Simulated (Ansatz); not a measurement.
Reaction (ligand exchange at the Si–C bond): `C=CC([SiH3])S` + `C[O][Ga]([OH])[Br]` → `C[O][Ga]([Br])[O][SiH3]` + `C=CCS`

Program: Ansatz. Geometries: PBE0-D4/def2-TZVP. ΔE: electronic, gas phase. CBS: MP2 limit from def2 TZ/QZ plus the TZ coupled-cluster correction, frozen cores. DFT in def2-TZVPP. For Br, Ga outer-core shells are correlated without core-valence functions, which leaves a few kJ/mol of doubt a bond. Scalar relativity is left out up to krypton. Each species was taken in one conformer, which may not be the lowest.

```csv
level,ΔE (kcal/mol),difference from CCSD(T)/CBS
revPBE-D4,-19.2,4.5
BLYP-D4,-22.8,0.9
r2SCAN-D4,-23.1,0.6
r2SCANh-D4,-23.4,0.3
PBE-QIDH,-23.4,0.3
r2SCAN,-23.3,0.4
r2SCANh,-23.6,0.1
r2SCAN0,-24.1,-0.4
BHLYP,-27.7,-4.0
LC-ωPBE,-23.3,0.4
CCSD/def2-SVP,-24.0,-0.3
CCSD(T)/def2-SVP,-23.2,0.5
SCS-MP2/def2-TZVPP,-25.2,-1.5
CCSD/def2-TZVPP,-25.3,-1.6
CCSD(T)/def2-TZVPP,-24.2,-0.5
MP2/def2-QZVPP,-23.2,0.5
CCSD(T)/CBS,-23.7,0
```

Largest T1 diagnostic among the species: 0.012.

In def2-TZVPP, CCSD(T) changes the Hartree–Fock value by +7.3 kcal/mol (the triples alone add +1.2 kcal/mol) and MP2 by +8.1 kcal/mol. From PBE to PBE0 (25 % exact exchange), in def2-TZVPP and without D4, ΔE moves by −1.7 kcal/mol.

CCSD(T)/CBS has its own doubt, a few kJ/mol and more with outer-core shells, so smaller differences from it don't rank the levels.
